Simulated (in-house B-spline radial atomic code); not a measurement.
PBEsol excitations of Se⁶⁺

Method: PBEsol. Computed with an all-electron radial atomic-structure program (B-spline basis): linear response of the closed shell [Ar] 3d10 with the functional's adiabatic kernel; non-relativistic, point nucleus, no spin-orbit coupling, no double excitations, S, P, D and F terms only. Only terms of natural parity with L up to 3 were computed.

Without relativity these are model numbers for so heavy an element.

Command:
```bash
python run_td.py task.json out
```
Settings (radii: box in bohr, nucleus in fm):
```
Z                        34
electrons                28
configuration            [Ar] 3d10
hamiltonian              nr
method                   pbesol
box_radius               14.35
intervals                53
```

Cost of the run: 1.1 s on 1 thread of Arm Neoverse N1, on a shared host.

The lowest states, in the order of their Tamm-Dancoff energies; the method's threshold (minus the highest occupied level) is 140.66 eV. Labels give the largest channel, * marks a mixed state, and oscillator strengths are full-response dipole values. Semilocal kernels can invert the small singlet-triplet splittings of Rydberg terms. Energies in eV:

| state | full response | Tamm-Dancoff | oscillator strength |
| --- | --- | --- | --- |
| 3d → 4s 3D | 52.17 | 52.18 | - |
| 3d → 4s 1D | 52.90 | 52.91 | - |
| 3d → 4p 3P | 66.21 | 66.23 | - |
| 3d → 4p 3F | 66.44 | 66.45 | - |
| 3d → 4p 1F | 66.98 | 66.98 | - |
| 3d → 4p 1P | ? | ? | ? |
| 3d → 4d 3S | 87.86 | 87.90 | - |
| 3d → 4d 3D | 88.88 | 88.89 | - |
| 3d → 4d 1D | 89.63 | 89.64 | - |
| 3d → 4d 1S | 94.86 | 95.61 | - |
| 3d → 5s 3D | 98.27 | 98.27 | - |
| 3d → 5s 1D | 98.47 | 98.47 | - |
| 3d → 5p 3P | 103.50 | 103.51 | - |
| 3d → 5p 3F | 103.59 | 103.59 | - |
| 3d → 5p 1F | 103.75 | 103.75 | - |
| 3d → 5p 1P | ? | ? | ? |

(1) Where does 3d → 4p 1P lie?

(2) Where does 3d → 5p 1P lie?

(3) How large is the singlet-triplet splitting of 3d → 4s (D terms) in Tamm-Dancoff?

(4) What polarisabilities and dispersion coefficient does the method give?

## Answers

(1) At 68.14 eV in full response, 68.23 eV in Tamm-Dancoff, oscillator strength 0.538.

(2) At 104.05 eV in full response, 104.07 eV in Tamm-Dancoff, oscillator strength 0.0502.

(3) 0.727 eV, from the unrounded values.

(4) Dipole 0.3811 bohr³, quadrupole 0.3595 bohr⁵, C6 0.5585 hartree·bohr⁶ for two such species.
